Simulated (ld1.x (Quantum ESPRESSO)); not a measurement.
Before and after: TM semilocal potential for selenium

Se (Z = 34), norm-conserving Troullier–Martins (semilocal form), made with ld1.x (Quantum ESPRESSO) 7.5 (PBE, scalar-relativistic). Core [Ar] 3d10, reference 4s2 4p4. Waves: 4s (bound): rc 1.65 bohr; 4d channel at 0.15 Ry: rc 1.60 bohr; 4p (bound): rc 1.85 bohr. Local part: the p channel. Core correction: none.

Change: wave 4s (bound): rc 1.65 bohr becomes 4s (bound): rc 1.44 bohr.

Cutoffs: the cutoffs (Ry, on a coarse ladder) from which the occupation-weighted sum of valence levels, in a spherical-Bessel basis at the reference potential, stays within 10 and 1 mRy of its value at 400 Ry; they do not see the model core or the augmentation charge, which bear on the density cutoff. Errors are all-electron minus pseudo energies relative to the spin-unpolarised reference configuration.

Question: Predict the effect on cutoff, ghosts and configuration errors.

Answer: The potential gets neither clearly harder nor softer (40 Ry and 55 Ry → 40 Ry and 55 Ry); of the 7 tests that both files solve, the error grows in 3 and shrinks in 0 by more than 15 % and 0.3 meV (median size 9.9 → 12.4 meV); neither file shows a bound ghost. That the errors move this way runs against the usual rule that smaller radii transfer better. A semilocal file is local in each channel, so a ghost entry of none says nothing of the separable form that plane-wave codes build from it.

```csv
quantity,base,changed
"cutoff, loose",40 Ry,40 Ry
"cutoff, tight",55 Ry,55 Ry
loose cutoff by channel (10 mRy a level),"s 18 Ry, p 10 Ry","s 21 Ry, p 10 Ry"
bound ghosts,none,none
"error for 4s2 4p3, meV [ΔE 10.84 eV]",-3.3,-3.5
"error for 4s2 4p2, meV [ΔE 31.19 eV]",-16,-17
"error for 4s2 4p1, meV [ΔE 62.06 eV]",-42,-47
"error for 4s2 4p4.3, meV [ΔE -1.59 eV]",+0.2,+0.2
"error for 4s2 4p0, meV [ΔE 104.25 eV]",-56,-68
"error for 4s0 4p6, meV [ΔE 21.96 eV]",+9.9,+12
"error for 4s1 4p4, meV [ΔE 22.38 eV]",+2.9,+3.5
s: phases at 2.00 bohr within 0.05 rad from the reference energy up to (Ry; the scan ends near 5),3.8,4.1
p: phases at 2.00 bohr within 0.05 rad from the reference energy up to (Ry; the scan ends near 5),to the end of the scan,to the end of the scan
d: phases at 2.00 bohr within 0.05 rad from the reference energy up to (Ry; the scan ends near 5),1.0,1.0
```
